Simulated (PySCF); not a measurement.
## Working out the excitation energy of B

B [He] 2s2 2p1 (2P) → B [He] 2s2 3s1 (2S). All numbers are calculated (PySCF 2.14, the non-relativistic Hamiltonian (point nucleus), in aug-cc-pVTZ (5s4p3d2f, 46 functions)). Frozen: 1s2. Energies in hartree (1 hartree = 27.21139 eV):

```csv
part,B (lower),B (upper)
UHF,-24.532172,-24.346953
CCSD correlation,-0.064922,-0.067866
(T),-0.001357,-0.000816
```

Task: What does Hartree-Fock give?

Result: (-24.346953) − (-24.532172) = 0.185219 hartree = 5.040 eV.

Task: What do CCSD and CCSD(T) give?

Result: The CCSD correlation energies differ by -0.002944 hartree = -0.080 eV and the triples by 0.000541 hartree = 0.015 eV, so CCSD gives 4.960 eV and CCSD(T) 4.975 eV.

Measured between the centres of the two terms (NIST): 4.963 eV, so CCSD(T) (valence) is off by 0.012 eV.

What remains against the reference includes basis incompleteness, the frozen core and higher excitations.
